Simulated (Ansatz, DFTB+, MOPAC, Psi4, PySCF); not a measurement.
Molecule: C$_{5}$H$_{12}$O, charge 0, multiplicity 1. SMILES: C(C)(C)CCO
Geometry: optimised at B3LYP-D3(BJ)/def2-TZVP (Ansatz, a quantum-chemistry and plane-wave program).

Wanted: size of the dipole moment, in D. Set-up: 6-31G* and kin with 6d, 5d where marked; SCC-DFTB with the Slater-Koster set that CP2K ships; non-relativistic; dispersion terms only where a functional's name holds one; LANL2DZ all-electron up to Ne; 6-311+G** with 5d; no spin-orbit coupling. Ab initio and DFT and DFTB rows: single points at B3LYP-D3(BJ) geometries (Ansatz). Semi-empirical rows: dipoles at the shared geometry.

```csv
level,program,size of the dipole moment (D)
PM3,MOPAC,1.42
PM6,MOPAC,1.94
SCC-DFTB,DFTB+,1.20
SVWN5/6-31G*,Ansatz,1.49
PBE/3-21G,Ansatz,1.53
PBE/def2-SVP,Ansatz,1.44
PBE/6-311+G**,Ansatz,1.63
BLYP/6-31G*,Ansatz,1.44
BP86/6-31G* (5d),PySCF,1.46
B3LYP/3-21G,Ansatz,1.61
B3LYP/LANL2DZ,Ansatz,1.94
B3LYP/6-31G*,Ansatz,1.52
PBE0/6-311+G**,Ansatz,1.69
wB97X-D/6-31G*,Psi4,1.58
```

No value to compare with is used here. The 14 habitual levels span 1.20 (SCC-DFTB) to 1.94 D (B3LYP/LANL2DZ).

The levels are drawn from those run, B3LYP/6-31G* more often than the rest, none by its result; left out are runs that failed, that the program found above a lower state of the same kind, or whose <S^2> lies over 0.5 above the pure value.
